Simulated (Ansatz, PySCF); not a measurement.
Stretching the Mg1–H2 bond in H2Mg (SMILES [MgH2]) (multiplicity 1 held, fragments rigid). Energies count from the point at 1.700 Å.
Geometry at that point (charge 0, multiplicity 1):
| atom | x (Å) | y (Å) | z (Å) |
|---|---|---|---|
| Mg | 0.0000 | 0.0000 | 0.0000 |
| H | 0.0000 | 0.0000 | -1.6998 |
| H | 0.0000 | 0.0000 | 1.6998 |

R- and RO- levels are restricted; in cc, def2 and unpolarised 6-31G sets they are followed outwards from rest. Unrestricted levels (U-) break spin symmetry where that is lower. Levels need not reach the same state.

Rows in 6-31G* carry no dispersion term and start afresh at each structure (6-31G* with six Cartesian d functions).

The values were computed with Ansatz (Gaussian orbitals); PySCF for 6-31G* rows. 

**Question.** One of these levels gives 137.51 kcal/mol for the energy at R = 5.439 Å. Name it.
(A) R-wB97X-V/def2-TZVPP
(B) U-wB97X-V/def2-TZVPP
(C) R-PBE/def2-TZVPP
(D) R-HF/6-31G*

**Answer.** D, R-HF/6-31G*. The others give 89.82 (R-PBE/def2-TZVPP), 124.30 (R-wB97X-V/def2-TZVPP), 74.24 (U-wB97X-V/def2-TZVPP)

Doubts at one or more of the structures used: a restricted determinant that unrestricted orbitals would lower (R-HF/6-31G*, R-PBE/def2-TZVPP, R-wB97X-V/def2-TZVPP); a spin-contaminated determinant (U-wB97X-V/def2-TZVPP).

Ansatz is a quantum-chemistry and plane-wave program.
